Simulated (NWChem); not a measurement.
System: C3H5BO2; SMILES CC#CB(O)O

The following NWChem deck was run.

```
start job
memory heap 200 mb stack 900 mb global 1100 mb
geometry units angstroms noautosym nocenter noautoz
  C      0.000506     3.015238     0.001358
  C      0.014725     1.563582     0.002319
  C      0.042707     0.345441     0.001827
  B      0.032375    -1.193606     0.001348
  O      1.203720    -1.876263     0.015685
  O     -1.137554    -1.899189    -0.013264
  H     -0.734192     3.407306     0.722099
  H     -0.267162     3.403891    -0.993943
  H      0.988585     3.422117     0.267270
  H      1.048250    -2.827686     0.013598
  H     -1.908713    -1.324898    -0.022962
end
basis spherical
  C library 6-311g**
  B library 6-311g**
  O library 6-311g**
  H library 6-311g**
end
dft
  xc b3lyp
  iterations 150
end
property
  shielding
end
task dft property
```

Excerpt of the output:

```
             Northwest Computational Chemistry Package (NWChem) 7.3.0
             --------------------------------------------------------

                             Geometry "geometry" -> ""
                             -------------------------

 Output coordinates in angstroms (scale by  1.889725989 to convert to a.u.)

  No.       Tag          Charge          X              Y              Z
 ---- ---------------- ---------- -------------- -------------- --------------
    1 C                    6.0000     0.00050600     3.01523800     0.00135800
    2 C                    6.0000     0.01472500     1.56358200     0.00231900
    3 C                    6.0000     0.04270700     0.34544100     0.00182700
    4 B                    5.0000     0.03237500    -1.19360600     0.00134800
    5 O                    8.0000     1.20372000    -1.87626300     0.01568500
    6 O                    8.0000    -1.13755400    -1.89918900    -0.01326400
    7 H                    1.0000    -0.73419200     3.40730600     0.72209900
    8 H                    1.0000    -0.26716200     3.40389100    -0.99394300
    9 H                    1.0000     0.98858500     3.42211700     0.26727000
   10 H                    1.0000     1.04825000    -2.82768600     0.01359800
   11 H                    1.0000    -1.90871300    -1.32489800    -0.02296200

 Effective nuclear repulsion energy (a.u.)     189.1242167444

                              NWChem Property Module
                              ----------------------

  itol2e modified to match energy
  convergence criterion.

                                 NWChem DFT Module
                                 -----------------

 Summary of "ao basis" -> "ao basis" (spherical)
 ------------------------------------------------------------------------------
       Tag                 Description            Shells   Functions and Types
 ---------------- ------------------------------  ------  ---------------------
 C                          6-311g**                 8       18   4s3p1d
 B                          6-311g**                 8       18   4s3p1d
 O                          6-311g**                 8       18   4s3p1d
 H                          6-311g**                 4        6   3s1p

  itol2e modified to match energy
  convergence criterion.

            General Information
            -------------------
          SCF calculation type: DFT
          Wavefunction type:  closed shell.
          No. of atoms     :    11
          No. of electrons :    44
           Alpha electrons :    22
            Beta electrons :    22
          Charge           :     0
          Spin multiplicity:     1
          Use of symmetry is: off; symmetry adaption is: off
          Maximum number of iterations: 150
          AO basis - number of functions:   138
                     number of shells:    68
          Convergence on energy requested:  1.00D-07
          Convergence on density requested:  1.00D-05
          Convergence on gradient requested:  5.00D-04

              XC Information
              --------------
                         B3LYP Method XC Potential
                     Hartree-Fock (Exact) Exchange  0.200
                        Slater Exchange Functional  0.800 local
                    Becke 1988 Exchange Functional  0.720 non-local
              Lee-Yang-Parr Correlation Functional  0.810
                  VWN I RPA Correlation Functional  0.190 local

             Grid Information
             ----------------
          Grid used for XC integration:  fine
          Radial quadrature: Mura-Knowles
          Angular quadrature: Lebedev.
          Tag              B.-S. Rad. Rad. Pts. Rad. Cut. Ang. Pts.
          ---              ---------- --------- --------- ---------
          C                   0.70       70          14.0       590
          B                   0.85       70          13.0       590
          O                   0.60       70          14.0       590
          H                   0.35       60          15.0       590
          Grid pruning is: on
          Number of quadrature shells:   720
          Spatial weights used:  Erf1

      Superposition of Atomic Density Guess
      -------------------------------------

 Sum of atomic energies:        -289.59018534

      Non-variational initial energy
      ------------------------------

 Total energy =    -292.557457
 1-e energy   =    -766.915516
 2-e energy   =     285.233842
 HOMO         =      -0.332289
 LUMO         =      -0.001180

   convergence    iter        energy       DeltaE   RMS-Dens  Diis-err
 ---------------- ----- ----------------- --------- --------- ---------
 d= 0,ls=0.0,diis     1   -292.6621569896 -4.82D+02  7.57D-03  1.21D+00
 d= 0,ls=0.0,diis     2   -292.6552154711  6.94D-03  4.52D-03  1.33D+00
 d= 0,ls=0.0,diis     3   -292.7605792217 -1.05D-01  1.99D-03  2.01D-01
 d= 0,ls=0.0,diis     4   -292.7719194677 -1.13D-02  9.10D-04  8.45D-02
 d= 0,ls=0.0,diis     5   -292.7819716408 -1.01D-02  1.47D-04  1.32D-03
  Resetting Diis
 d= 0,ls=0.0,diis     6   -292.7821050252 -1.33D-04  4.17D-05  1.33D-04
 d= 0,ls=0.0,diis     7   -292.7821202811 -1.53D-05  1.35D-05  3.02D-06
 d= 0,ls=0.0,diis     8   -292.7821201409  1.40D-07  6.82D-06  4.48D-06
 d= 0,ls=0.0,diis     9   -292.7821206138 -4.73D-07  1.28D-06  1.36D-07
 d= 0,ls=0.0,diis    10   -292.7821206243 -1.06D-08  4.66D-07  1.39D-08

         Total DFT energy =     -292.782120624347
      One electron energy =     -772.737828032158
           Coulomb energy =      330.314045160043
    Exchange-Corr. energy =      -39.482554496643
 Nuclear repulsion energy =      189.124216744411

 Numeric. integr. density =       43.999999653054

                       DFT Final Molecular Orbital Analysis
                       ------------------------------------

 Vector   20  Occ=2.000000D+00  E=-3.226470D-01
              MO Center=  9.7D-02, -1.9D+00,  2.0D-03, r^2= 2.0D+00
   Bfn.  Coefficient  Atom+Function         Bfn.  Coefficient  Atom+Function
  ----- ------------  ---------------      ----- ------------  ---------------
    85      0.328028   5 O  pz               81      0.315850   5 O  pz
   103     -0.316440   6 O  pz               99     -0.297419   6 O  pz
    77      0.222545   5 O  pz               95     -0.210152   6 O  pz
    71     -0.050836   4 B  d  1

[...]

          -----------------------------------------
          Chemical Shielding Tensors (GIAO, in ppm)
          -----------------------------------------

                                NWChem CPHF Module
                                ------------------

  scftype          =     RHF
  nclosed          =       22
  nopen            =        0
  variables        =     2552
  # of vectors     =        3
  tolerance        = 0.10D-03
  level shift      = 0.00D+00
  max iterations   =       50
  max subspace     =       30

 SCF residual:    6.2942497035357135E-005

Iterative solution of linear equations
  No. of variables     2552
  No. of equations        3
  Maximum subspace       30
        Iterations       50
       Convergence  1.0D-04

   iter   nsub   residual    time
   ----  ------  --------  ---------
     1      3    3.65D-01      69.4
     2      6    1.56D-02      74.3
     3      9    8.82D-04      79.3
     4     12    9.64D-05      84.3

      Atom:    1  C
        Diamagnetic
    240.7521     -0.1740     -0.0461
     -0.1740    257.9979     -0.0088
     -0.0461     -0.0088    240.6635

        Paramagnetic
    -71.4028      0.2268     -0.0466
      0.2268    -63.0384      0.2342
     -0.0466      0.2342    -70.4809

        Total Shielding Tensor
    169.3493      0.0527     -0.0926
      0.0527    194.9595      0.2254
     -0.0926      0.2254    170.1826

           isotropic =     178.1638
          anisotropy =      25.1967

          Principal Components and Axis System
                 1           2           3
              194.9616    170.1909    169.3389

      1         0.0020     -0.1100      0.9939
      2         1.0000     -0.0088     -0.0030
      3         0.0091      0.9939      0.1099

      Atom:    2  C
        Diamagnetic
    259.7861      0.4792     -0.0141
      0.4792    288.4735     -0.0050
     -0.0141     -0.0050    260.1118

        Paramagnetic
   -273.3644     -2.3490     -0.1457
     -2.3490    -27.4788      0.0172
     -0.1457      0.0172   -260.1240

        Total Shielding Tensor
    -13.5784     -1.8698     -0.1598
     -1.8698    260.9947      0.0122
     -0.1598      0.0122     -0.0123

           isotropic =      82.4680
          anisotropy =     267.8091

          Principal Components and Axis System
                 1           2           3
              261.0074    -13.5930     -0.0104

      1        -0.0068      0.9999     -0.0118
      2         1.0000      0.0068     -0.0001
      3         0.0001      0.0118      0.9999

      Atom:    3  C
        Diamagnetic
    248.1965      0.5136      0.0176
      0.5136    288.7339      0.0108
      0.0176      0.0108    246.4106

        Paramagnetic
   -227.2428     -7.0545      0.0474
     -7.0545    -16.8980      0.0981
      0.0474      0.0981   -235.2730

        Total Shielding Tensor
     20.9537     -6.5409      0.0651
     -6.5409    271.8359      0.1089
      0.0651      0.1089     11.1376

           isotropic =     101.3090
          anisotropy =     256.0459

          Principal Components and Axis System
                 1           2           3
              272.0063     20.7838     11.1370

      1        -0.0260      0.9996     -0.0070
      2         0.9997      0.0260     -0.0006
      3         0.0004      0.0070      1.0000

      Atom:    4  B
        Diamagnetic
    202.3027      1.1455      0.2311
      1.1455    209.4278      0.0193
      0.2311      0.0193    183.5656

        Paramagnetic
   -120.2417     -3.1062     -0.4088
     -3.1062   -140.9882     -0.0448
     -0.4088     -0.0448    -86.6627

        Total Shielding Tensor
     82.0610     -1.9608     -0.1777
     -1.9608     68.4396     -0.0256
     -0.1777     -0.0256     96.9028

           isotropic =      82.4678
          anisotropy =      21.6558

          Principal Components and Axis System
                 1           2           3
               96.9050     82.3356     68.1629

      1        -0.0120      0.9901      0.1397
      2        -0.0001     -0.1397      0.9902
      3         0.9999      0.0118      0.0017

      Atom:    5  O
        Diamagnetic
    388.8198    -13.6534      0.2751
    -13.6534    398.3046     -0.1614
      0.2751     -0.1614    366.1878

        Paramagnetic
   -176.1799    -55.4427     -1.1113
    -55.4427   -242.7418     -0.8033
     -1.1113     -0.8033    -88.8946

        Total Shielding Tensor
    212.6399    -69.0961     -0.8362
    -69.0961    155.5629     -0.9647
     -0.8362     -0.9647    277.2932

           isotropic =     215.1653
          anisotropy =      93.2082

          Principal Components and Axis System
                 1           2           3
              277.3041    258.8577    109.3341

      1        -0.0113      0.8311      0.5560
      2        -0.0015     -0.5560      0.8312
      3         0.9999      0.0086      0.0075

      Atom:    6  O
        Diamagnetic
    408.4783      1.6419      0.5021
      1.6419    381.4356      0.0207
      0.5021      0.0207    368.1127

        Paramagnetic
   -234.2729     93.0450     -1.3717
     93.0450   -198.2187      1.0308
     -1.3717      1.0308   -116.4056

        Total Shielding Tensor
    174.2054     94.6870     -0.8695
     94.6870    183.2169      1.0515
     -0.8695      1.0515    251.7071

           isotropic =     203.0431
          anisotropy =     105.6950

          Principal Components and Axis System
                 1           2           3
              273.5065    251.7169     83.9061

      1         0.6900     -0.0109      0.7237
      2         0.7237      0.0002     -0.6901
      3         0.0074      0.9999      0.0081

      Atom:    7  H
        Diamagnetic
     28.7942     -4.5375     -5.9595
     -4.5375     29.9352      4.4649
     -5.9595      4.4649     28.4469

        Paramagnetic
      0.4640      1.8454      2.3199
      1.8454      1.8438     -1.7484
      2.3199     -1.7484      0.4915

        Total Shielding Tensor
     29.2582     -2.6921     -3.6396
     -2.6921     31.7791      2.7165
     -3.6396      2.7165     28.9385

           isotropic =      29.9919
          anisotropy =       9.1831

          Principal Components and Axis System
                 1           2           3
               36.1140     28.4089     25.4529

      1         0.5374      0.4956      0.6823
      2        -0.6615      0.7496     -0.0234
      3        -0.5230     -0.4388      0.7307

      Atom:    8  H
        Diamagnetic
     23.4811     -1.6535      3.0061
     -1.6535     29.8869     -6.1498
      3.0061     -6.1498     33.7271

        Paramagnetic
      2.5401      0.6805     -1.1955
      0.6805      1.8209      2.4310
     -1.1955      2.4310     -1.5653

        Total Shielding Tensor
     26.0212     -0.9730      1.8107
     -0.9730     31.7077     -3.7188
      1.8107     -3.7188     32.1618

           isotropic =      29.9636
          anisotropy =       9.1368

          Principal Components and Axis System
                 1           2           3
               36.0548     28.3093     25.5267

      1         0.1948      0.1849      0.9633
      2        -0.6624      0.7491     -0.0098
      3         0.7234      0.6362     -0.2684

      Atom:    9  H
        Diamagnetic
     33.6697      6.2777      2.9678
      6.2777     30.0510      1.6966
      2.9678      1.6966     23.3597

        Paramagnetic
     -1.4559     -2.5370     -1.1435
     -2.5370      1.7005     -0.6648
     -1.1435     -0.6648      2.3288

        Total Shielding Tensor
     32.2138      3.7407      1.8243
      3.7407     31.7515      1.0318
      1.8243      1.0318     25.6886

           isotropic =      29.8846
          anisotropy =       9.3661

          Principal Components and Axis System
                 1           2           3
               36.1286     28.3127     25.2125

      1         0.7233     -0.6452     -0.2460
      2         0.6633      0.7482     -0.0122
      3         0.1919     -0.1544      0.9692

      Atom:   10  H
        Diamagnetic
     25.0145     -2.2389      0.0633
     -2.2389     45.6585     -0.0231
      0.0633     -0.0231     19.7987

        Paramagnetic
      0.3118      0.0963     -0.0362
      0.0963     -8.8602     -0.0033
     -0.0362     -0.0033      3.3369

        Total Shielding Tensor
     25.3264     -2.1426      0.0271
     -2.1426     36.7983     -0.0264
      0.0271     -0.0264     23.1356

           isotropic =      28.4201
          anisotropy =      13.1481

          Principal Components and Axis System
                 1           2           3
               37.1854     24.9395     23.1353

      1        -0.1778      0.9840     -0.0124
      2         0.9841      0.1778     -0.0000
      3        -0.0022      0.0122      0.9999

      Atom:   11  H
        Diamagnetic
     41.6432     -6.8068      0.2839
     -6.8068     29.1809     -0.0843
      0.2839     -0.0843     18.8788

        Paramagnetic
     -6.5975      4.3139     -0.1230
      4.3139     -2.2629      0.0528
     -0.1230      0.0528      3.7953

        Total Shielding Tensor
     35.0457     -2.4929      0.1609
     -2.4929     26.9180     -0.0315
      0.1609     -0.0315     22.6741

           isotropic =      28.2126
          anisotropy =      11.3082

          Principal Components and Axis System
                 1           2           3
               35.7514     26.2144     22.6720

      1         0.9623      0.2716     -0.0131
      2        -0.2716      0.9624     -0.0002
      3         0.0125      0.0038      0.9999
```

Level: B3LYP/6-311G** (spherical d), GIAO. All runs use the structure optimised with PBE0/def2-SVP. The printed shielding anisotropy is the first printed principal value minus the mean of the other two.
